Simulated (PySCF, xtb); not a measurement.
KCl, SMILES [K][Cl].

Harmonic wavenumbers (cm⁻¹) from GFN2-xTB (xtb 6.7.1) at its own minimum, in rising order: 213.

**Question.** What does PBE0-D3(BJ)/def2-TZVPD run with PySCF 2.14.0 give at its own minimum? (Estimate from the structure and the level; the computed values follow.)

**Answer.** 270. Paired by order, the mean absolute difference is 58 cm⁻¹ and the zero-point energies are 0.3 and 0.4 kcal/mol.
